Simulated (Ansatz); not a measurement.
Start from `[NH2][Ga]([F])[GeH3]` and change one atom or group to get `[F][Ga]([Cl])[GeH3]`.

Ansatz, PBE0-D4/def2-TZVP geometries, multiplicity 1. Each molecule was computed in one conformer, which needn't be the lowest.

Scalar relativity is left out up to krypton.

```json
{"property": "HOMO–LUMO gap (B3LYP/def2-TZVPP) / eV", "`[NH2][Ga]([F])[GeH3]`": "6.27"}
{"property": "HOMO energy (PBE/def2-TZVPP) / eV", "`[NH2][Ga]([F])[GeH3]`": "-6.28"}
{"property": "size of the dipole moment (ωB97M-V/def2-TZVPP) / D", "`[NH2][Ga]([F])[GeH3]`": "2.66"}
{"property": "LUMO energy (B3LYP/def2-TZVPP) / eV", "`[NH2][Ga]([F])[GeH3]`": "-1.15"}
{"property": "HOMO energy (ωB97M-V/def2-TZVPP) / eV", "`[NH2][Ga]([F])[GeH3]`": "-10.06"}
{"property": "HOMO energy (B3LYP/def2-TZVPP) / eV", "`[NH2][Ga]([F])[GeH3]`": "-7.42"}
```

(1) Give the same properties after the change, and the shifts. (An estimate is asked.)

## Answers

(1) Computed: 
| property | `[F][Ga]([Cl])[GeH3]` | shift |
| --- | --- | --- |
| HOMO–LUMO gap (B3LYP/def2-TZVPP) / eV | 6.38 | 0.11 |
| HOMO energy (PBE/def2-TZVPP) / eV | -7.42 | -1.14 |
| size of the dipole moment (ωB97M-V/def2-TZVPP) / D | 3.06 | 0.40 |
| LUMO energy (B3LYP/def2-TZVPP) / eV | -2.02 | -0.87 |
| HOMO energy (ωB97M-V/def2-TZVPP) / eV | -10.67 | -0.61 |
| HOMO energy (B3LYP/def2-TZVPP) / eV | -8.40 | -0.98 |

With PBE0 the HOMO falls by 0.96 eV and the LUMO falls by 0.87 eV, so the gap widens by about 0.09 eV. PBE moves the HOMO by -1.14 eV and ωB97M-V by -0.61 eV. Dipoles are sizes alone; their direction can turn.

B3LYP here is the variant with VWN-RPA as its local correlation; programs differ in this.
